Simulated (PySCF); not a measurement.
BeCl₂, SMILES [Cl][Be][Cl]. Geometry optimised at B3LYP-D3(BJ)/def2-TZVP. The isomer is the one that the SMILES or the coordinates give; other isomers of the formula were not compared.

Task: Give the equilibrium geometry at B3LYP-D3(BJ)/def2-TZVP (PySCF confirms it by a frequency run) as Cartesian coordinates in Å, and its point group. (Estimate from the structure and the level; the computed values follow.)

Result: point group D∞h.
```xyz
3

Be     0.0000     0.0000     0.0000
Cl     0.0000     0.0000    -1.8041
Cl     0.0000     0.0000     1.8041
```
Charge 0, spin multiplicity 1.
